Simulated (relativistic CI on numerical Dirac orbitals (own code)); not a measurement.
Level scheme of Tm47+

Computed by Dirac-Coulomb-Breit CI, orbitals from a KLI potential per configuration, model QED (radiative potential, 1s self-energy scaled to tabulated hydrogen-like ionisation energies), unscaled Slater integrals (own radial code, finite nucleus).

Configuration list (outside the closed core [Ne]): 3s²3p⁶3d⁴, 3s²3p⁵3d⁵, 3s3p⁶3d⁵, 3s²3p⁶3d³4s, 3s²3p⁶3d³4p, 3s²3p⁶3d³4d, 3s²3p⁵3d⁴4s, 3s²3p⁶3d³4f, 3s3p⁶3d⁴4s, 3p⁶3d⁵4p, 3p⁶3d⁶, 3p⁵3d⁷, 3p⁵3d⁶4s, 3p⁶3d⁵4s, 3p⁵3d⁵4s², 3s²3p⁶3d²4s², 3s²3p⁶3d4s²4p, 3s²3p⁶3d4s²4d. Double excitations out of closed p, d and f shells are left out; levels of such configurations are missing from the list, as are those of other unlisted configurations, and high levels can miss mixing partners.

The lowest level is 3s²3p⁶3d⁴ ³P0, with 59 % of that term; Hund's rules for 3s²3p⁶3d⁴ give ⁵D with J = 0, of which the calculation keeps J, while another term leads.

```tsv
No.	Configuration	Term	J	E (10³ cm⁻¹)	%	Next component (%)	Landé g
1	3s²3p⁶3d⁴	³P	0	0.0	59	28 ⁵D	
2	3s²3p⁶3d⁴	⁵D	1	350.9	60	40 ³P	1.491
3	3s²3p⁶3d⁴	³F	4	442.3	29	23 ³H	1.070
4	3s²3p⁶3d⁴	⁵D	2	459.1	40	16 ³F	1.227
5	3s²3p⁶3d⁴	³F	3	486.7	29	22 ⁵D	1.137
6	3s²3p⁶3d⁴	⁵D	0	770.6	66	22 ¹S	
7	3s²3p⁶3d⁴	⁵D	2	780.9	47	19 ³F	1.229
8	3s²3p⁶3d⁴	³H	4	790.2	40	37 ⁵D	1.146
9	3s²3p⁶3d⁴	⁵D	3	806.4	48	35 ³G	1.157
10	3s²3p⁶3d⁴	³H	5	835.3	67	33 ³G	1.078
11	3s²3p⁶3d⁴	¹I	6	856.6	51	49 ³H	1.071
12	3s²3p⁶3d⁴	³P	1	872.2	43	39 ³D	1.099
13	3s²3p⁶3d⁴	³G	4	900.3	56	38 ¹G	1.027
14	3s²3p⁶3d⁴	³F	3	901.5	44	25 ³D	1.080
15	3s²3p⁶3d⁴	³D	2	916.0	33	31 ³F	1.087
16	3s²3p⁶3d⁴	³F	2	1013.3	49	29 ³P	0.982
17	3s²3p⁶3d⁴	³F	4	1049.7	65	24 ¹G	1.192
18	3s²3p⁶3d⁴	³P	2	1143.9	37	37 ¹D	1.155
19	3s²3p⁶3d⁴	⁵D	4	1217.2	33	24 ³H	1.146
20	3s²3p⁶3d⁴	³F	3	1226.6	44	27 ⁵D	1.175
21	3s²3p⁶3d⁴	³P	0	1246.9	62	38 ¹S	
22	3s²3p⁶3d⁴	³D	1	1267.1	53	27 ³P	0.959
23	3s²3p⁶3d⁴	³G	5	1268.0	67	33 ³H	1.136
24	3s²3p⁶3d⁴	³H	6	1272.6	51	49 ¹I	1.076
25	3s²3p⁶3d⁴	³F	2	1336.9	48	39 ³P	1.057
26	3s²3p⁶3d⁴	³D	3	1351.0	36	34 ¹F	1.087
27	3s²3p⁶3d⁴	¹S	0	1425.1	78	17 ³P	
28	3s²3p⁶3d⁴	³F	3	1465.1	65	31 ¹F	1.055
29	3s²3p⁶3d⁴	³P	1	1470.8	90	8 ³D	1.414
30	3s²3p⁶3d⁴	¹G	4	1472.6	68	22 ³F	1.043
31	3s²3p⁶3d⁴	¹D	2	1506.1	65	25 ³P	1.108
32	3s²3p⁶3d⁴	³F	4	1706.9	47	21 ¹G	1.157
33	3s²3p⁶3d⁴	¹D	2	1794.4	37	24 ³D	1.078
34	3s²3p⁶3d⁴	³P	0	1995.4	49	49 ¹S	
35	3p⁵3d⁵(4P)	⁵D°	4	2567.3	33	23 ³F°	1.386
36	3p⁵3d⁵(4P)	³P°	2	2624.0	25	16 ³D°	1.319
37	3p⁵3d⁵(2D)	³D°	3	2686.6	28	24 ⁵P°	1.361
38	3p⁵3d⁵(6S)	⁷P°	4	2891.3	41	15 ³G°	1.374
39	3p⁵3d⁵(2F)	³D°	1	2933.6	37	18 ³P°	0.859
40	3s²3p⁵3d⁵	⁵P°	3	2946.9	21	18 ⁷P°	1.346
41	3p⁵3d⁵(4D)	⁵F°	5	2973.2	35	30 ⁵G°	1.261
42	3p⁵3d⁵(4G)	⁵G°	6	2979.2	39	33 ³H°	1.202
43	3p⁵3d⁵(2F)	³F°	2	2983.8	24	21 ⁵P°	1.136
44	3p⁵3d⁵(4D)	⁵P°	1	2995.6	43	26 ³P°	1.689
45	3p⁵3d⁵(2H)	³I°	7	3020.5	42	41 ⁵H°	1.170
46	3p⁵3d⁵(4P)	⁵D°	3	3020.8	29	21 ⁵F°	1.271
47	3p⁵3d⁵(2F)	³F°	4	3021.9	37	23 ⁵G°	1.142
48	3p⁵3d⁵(2D)	³F°	4	3083.4	30	26 ⁵F°	1.202
49	3p⁵3d⁵(2S)	³P°	2	3083.9	22	18 ⁵P°	1.510
50	3p⁵3d⁵(2F)	³F°	3	3092.7	32	19 ³D°	1.201
51	3p⁵3d⁵(2H)	³H°	5	3101.1	27	27 ³G°	1.156
52	3p⁵3d⁵(4G)	³H°	6	3102.4	44	20 ⁵G°	1.151
53	3p⁵3d⁵(2F)	³F°	4	3121.1	26	25 ³G°	1.173
54	3p⁵3d⁵(4P)	³D°	2	3142.9	31	23 ³F°	1.113
55	3p⁵3d⁵(2F)	³G°	5	3144.6	42	22 ³H°	1.113
56	3p⁵3d⁵(4D)	³D°	1	3151.4	44	21 ³P°	0.851
57	3p⁵3d⁵(2G)	³F°	2	3182.3	27	21 ¹D°	1.103
58	3p⁵3d⁵(4G)	³G°	3	3238.4	20	15 ¹F°	1.139
59	3p⁵3d⁵(2D)	³D°	2	3258.9	38	15 ³P°	1.188
60	3p⁵3d⁵(4G)	³G°	5	3269.5	30	20 ¹H°	1.083
61	3p⁵3d⁵(4D)	³P°	0	3280.7	49	49 ⁵D°	
62	3p⁵3d⁵(6S)	⁷P°	4	3299.0	23	21 ³F°	1.293
63	3p⁵3d⁵(2D)	³P°	1	3302.6	31	29 ³D°	1.066
64	3p⁵3d⁵(2D)	³F°	4	3323.6	25	25 ³G°	1.126
65	3p⁵3d⁵(4G)	⁵F°	1	3327.9	28	19 ³P°	0.995
66	3p⁵3d⁵(2D)	³F°	3	3333.8	43	17 ¹F°	1.092
67	3p⁵3d⁵(2D)	³P°	0	3336.4	61	36 ⁵D°	
68	3p⁵3d⁵(4D)	⁵F°	5	3350.0	44	17 ⁵G°	1.255
69	3p⁵3d⁵(4G)	⁵F°	2	3364.2	34	21 ³D°	1.185
70	3p⁵3d⁵(4G)	⁵F°	3	3370.4	22	18 ³G°	1.120
```

Energies count from the lowest computed level; ° marks odd parity. Percentages are summed over parent terms; the parents shown are those of the largest component, closed shells are left out there.

The mean weight of the leading LS term, summed over parents, in these 70 levels is 42 %, and that of the leading jj configuration (from the same eigenvectors) 91 %, so jj coupling describes them better and the LS labels are nominal.

At this charge energies of transitions that change n are usually good to better than 1 %, and those within a shell (Δn = 0) to a few per cent.

LS names give the leading component of a level, which can be under half, so a name can repeat, a term be missing and a line seem to break the LS rules.
